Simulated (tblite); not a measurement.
Compound: C₆H₁₂P₂.
SMILES with atom numbers: `[CH3:1][CH2:2][P:3]([CH3:4])[C:5]#[C:6][PH:7][CH3:8]` (hydrogens: H9, H10, H11 on C1; H12, H13 on C2; H14, H15, H16 on C4; H17 on P7; H18, H19, H20 on C8)

Computed with GFN2-xTB (tblite), gas phase: L-BFGS steps from a force-field or distance-geometry start until the largest atomic force falls under 0.01 eV/Å.

Step 0: E = -650.7203 eV
```
atom  x, y, z in Å  |  force x, y, z in eV/Å
C1     -1.7180    2.0287    0.1018   -0.434   0.506   0.192
C2     -2.1522    0.5961   -0.1521    0.107  -0.017   0.076
P3     -1.4678   -0.5661    1.1392    0.801   0.280   0.324
C4     -2.1011   -2.1442    0.4494   -0.018  -0.852  -0.003
C5      0.2650   -0.6718    0.5890   -2.017   0.062   0.221
C6      1.4016   -0.7354    0.2127    2.393  -0.162  -0.327
P7      3.1501   -0.8211   -0.3446   -1.120  -0.154  -0.154
C8      3.8109    0.6580    0.5335    0.028   0.160   0.585
H9     -2.1655    2.6825   -0.6539    0.075  -0.039   0.101
H10    -2.0621    2.3838    1.0898    0.193  -0.233  -0.395
H11    -0.6422    2.1495    0.0480    0.130  -0.124   0.043
H12    -1.8328    0.2779   -1.1420    0.062  -0.083  -0.202
H13    -3.2464    0.5361   -0.1097    0.089  -0.080   0.064
H14    -1.8456   -2.2716   -0.6033    0.020   0.026   0.006
H15    -3.1920   -2.1952    0.5591    0.242   0.128   0.017
H16    -1.6748   -2.9943    1.0196   -0.161   0.458  -0.272
H17     3.6181   -1.7935    0.5774   -0.291   0.212   0.064
H18     3.3985    1.5660    0.0938    0.010  -0.052  -0.049
H19     3.5518    0.6365    1.5996    0.002   0.018  -0.188
H20     4.8996    0.6890    0.4472   -0.108  -0.055  -0.101
```

**Question.** Estimate the geometry and energy of step 1. (The exact step hangs on the optimiser's Hessian estimate; all steps are aligned on step 0, rigid shifts and turns removed.)

**Answer.** E = -650.7065 eV, largest force 3.985 eV/Å
```
atom  x, y, z in Å  |  force x, y, z in eV/Å
C1     -1.7242    2.0359    0.1045    0.016   0.096  -0.063
C2     -2.1507    0.5959   -0.1510    0.088   0.069   0.031
P3     -1.4564   -0.5621    1.1438    0.224   0.063   0.236
C4     -2.1014   -2.1564    0.4493    0.000  -0.166  -0.059
C5      0.2362   -0.6710    0.5921    3.651  -0.251  -1.576
C6      1.4358   -0.7378    0.2080   -3.432   0.156   1.531
P7      3.1341   -0.8233   -0.3468   -0.392  -0.025  -0.125
C8      3.8113    0.6602    0.5419   -0.018   0.048   0.084
H9     -2.1645    2.6819   -0.6524   -0.015   0.081  -0.008
H10    -2.0594    2.3805    1.0841    0.054  -0.089  -0.071
H11    -0.6404    2.1477    0.0486   -0.071  -0.101   0.054
H12    -1.8320    0.2767   -1.1448    0.044  -0.039  -0.077
H13    -3.2452    0.5350   -0.1087    0.103  -0.100   0.073
H14    -1.8453   -2.2712   -0.6032    0.030   0.004  -0.011
H15    -3.1885   -2.1934    0.5593    0.132   0.093   0.028
H16    -1.6770   -2.9877    1.0157   -0.001   0.079  -0.060
H17     3.6139   -1.7905    0.5783   -0.291   0.195   0.007
H18     3.3986    1.5652    0.0931    0.021  -0.062   0.000
H19     3.5518    0.6367    1.5969   -0.057   0.013   0.085
H20     4.8980    0.6882    0.4457   -0.087  -0.066  -0.079
```

The energy changes by +0.0138 eV. The first-order estimate −F·Δx gives -0.2094 eV and the mean of the old and new forces, exact on a quadratic surface, +0.0036 eV. The step makes an angle of 0° with the force vector and moves no atom by more than 0.035 Å. The energy falls at the start of this step and ends higher, so the step passed the lowest point of its straight line.

The cost below is that of the whole relaxation. On one thread of an Arm Neoverse V1, shared host, this took 0.76 s of wall time.
